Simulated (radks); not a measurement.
Problem. The thulium ion Tm+, 68 electrons, occupied as [Xe] 4f13 6d1 (not the ground configuration). All-electron calculation, Dirac Kohn-Sham, BLYP, spin-unpolarised, spherical densities, finite nucleus; open shells fill j = l - 1/2 first; Fermi nuclear charge, rms radius 5.2256 fm. Program: a radial shooting solver on a logarithmic mesh with Libxc functionals. Some entries of the table are withheld. Estimate them.

| orbital | occ. | eigenvalue (hartree) | <r^2> (bohr^2) |
|---|---|---|---|
| 1s1/2 | 2 | -2176.280 | 0.0005486 |
| 2s1/2 | 2 | -367.2814 | 0.008457 |
| 2p1/2 | 2 | -350.1593 | 0.006088 |
| 2p3/2 | 4 | -314.1264 | 0.007303 |
| 3s1/2 | 2 | -82.81673 | 0.05572 |
| 3p1/2 | 2 | -75.26923 | (1) |
| 3p3/2 | 4 | -67.66139 | (2) |
| 3d3/2 | 4 | -54.76130 | 0.04576 |
| 3d5/2 | 6 | -53.09837 | 0.04765 |
| 4s1/2 | 2 | -16.60179 | 0.2801 |
| 4p1/2 | 2 | -13.56544 | 0.2920 |
| 4p3/2 | 4 | -11.84721 | 0.3298 |
| 4d3/2 | 4 | -6.84759 | 0.3714 |
| 4d5/2 | 6 | -6.53512 | 0.3864 |
| 5s1/2 | 2 | -2.33285 | (3) |
| 5p1/2 | 2 | -1.51344 | 2.200 |
| 5p3/2 | 4 | -1.30221 | 2.574 |
| 4f5/2 | 6 | -0.50752 | 0.8573 |
| 4f7/2 | 7 | -0.46350 | 0.9116 |
| 6d3/2 | 1 | -0.12625 | 62.30 |

Solution. 
(1) 3p1/2 <r^2> (bohr^2): 0.05148
(2) 3p3/2 <r^2> (bohr^2): 0.05827
(3) 5s1/2 <r^2> (bohr^2): 1.708
